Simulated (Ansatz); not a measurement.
Reaction (ligand exchange at a Ge–C bond): `N=[CH][GeH2][SH]` + PH₃ → `[PH2][GeH2][SH]` + `C=N`

Computed with Ansatz on PBE0-D4/def2-TZVP structures; ΔE is electronic, products minus reactants. CCSD(T)/CBS adds triple-zeta CCSD(T) − MP2 to the extrapolated MP2 energy (def2 sets, frozen cores). This one scheme is used for every species. DFT in def2-TZVPP. B3LYP here is the variant with VWN-RPA as its local correlation; programs differ in this. For Ge outer-core shells are correlated without core-valence functions, which leaves a few kJ/mol of doubt a bond. Scalar relativity is left out up to krypton. One conformer a species, not always the lowest.

```csv
level,ΔE (kcal/mol),difference from CCSD(T)/CBS
r2SCAN-D4,-11.1,-0.6
PBE0-D4,-11.7,-1.2
B3LYP-D4,-10.6,-0.1
ωB97M-V,-10.2,0.3
PBE,-11.2,-0.7
r2SCAN,-11.1,-0.6
PBE0,-11.5,-1.0
B3LYP,-10.3,0.2
HF/def2-TZVPP,-9.9,0.6
CCSD/def2-TZVPP,-9.8,0.7
CCSD(T)/def2-TZVPP,-9.9,0.6
HF/def2-QZVPP,-9.9,0.6
MP2/def2-QZVPP,-10.7,-0.2
SCS-MP2/def2-QZVPP,-10.0,0.5
HF/CBS(def2),-9.9,0.6
CCSD/CBS(def2),-10.4,0.1
CCSD(T)/CBS,-10.5,0
```

Largest T1 diagnostic among the species: 0.013.
